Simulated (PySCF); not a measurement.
Delta-SCF ions had no search for a lower state. Excitations are Tamm–Dancoff values on a coarser integration grid. The basis has no diffuse functions, so Rydberg states are missing or too high.

Cartesian coordinates (Å):
```xyz
8

C     -1.8629    -1.1206     0.0794
C     -0.8167    -0.5267     0.1198
C      0.3886     0.1996     0.1631
S      0.4397     1.9363     0.6031
C      1.5757    -0.3328    -0.0736
S      2.9724    -0.9381    -0.3394
H     -2.7857    -1.6454     0.0496
H      0.0889     2.4277    -0.6021
```
Charge 0, multiplicity 1.

Estimate the S1 oscillator strength, HOMO–LUMO gap, T1 excitation (TDA), LUMO and vertical ionisation energy (Delta-SCF) that TPSSh-D3(BJ)/def2-TZVP // B3LYP-D3(BJ)/def2-TZVP (PySCF 2.14.0) returns for this input.


| Quantity | Value |
|---|---|
| S1 oscillator strength | 0.001 |
| HOMO–LUMO gap | 2.83 eV |
| T1 excitation (TDA) | 1.92 eV |
| LUMO | -3.17 eV |
| vertical ionisation energy (Delta-SCF) | 8.24 eV |
